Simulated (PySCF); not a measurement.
Task: Write a Z-matrix for `COC(=O)C(C)C` as optimised with GFN2-xTB.

Result: 
Z-matrix in Å and degrees, rows numbered from 1:
```
C 
O   1  1.4211
C   2  1.3404  1  116.27
O   3  1.2017  2  123.40  1    -0.83
C   3  1.5170  2  110.80  1   177.37
C   5  1.5245  3  110.23  2   152.36
C   5  1.5325  3  107.50  2   -86.03
H   1  1.0920  2  110.34  3   -52.80
H   1  1.0920  2  110.25  3    67.27
H   1  1.0870  2  106.35  3  -172.93
H   5  1.0935  3  108.00  2    31.29
H   6  1.0868  5  110.42  3   173.47
H   6  1.0869  5  109.72  3    53.24
H   6  1.0871  5  110.54  3   -66.06
H   7  1.0878  5  110.17  3   -61.11
H   7  1.0877  5  110.52  3    59.21
H   7  1.0875  5  109.92  3   179.14
```

Of the pairs four or more bonds apart, O4···H8 is among the closest relative to their van der Waals radii: 2.55 Å, 94 % of the sum of Bondi's values. The C–O distances run from 1.202 Å (C3=O4, drawn double) to 1.421 Å (C1–O2, drawn single), a spread of 0.219 Å.

The geometry is computed with GFN2-xTB (gas phase).

Point group: C1 (no symmetry element, even within 0.4 Å). GFN2-xTB frequencies: not computed here. The numbers are those of one conformer (C1–O2–C3–O4 -1°, O2–C3–C5–C6 152°).
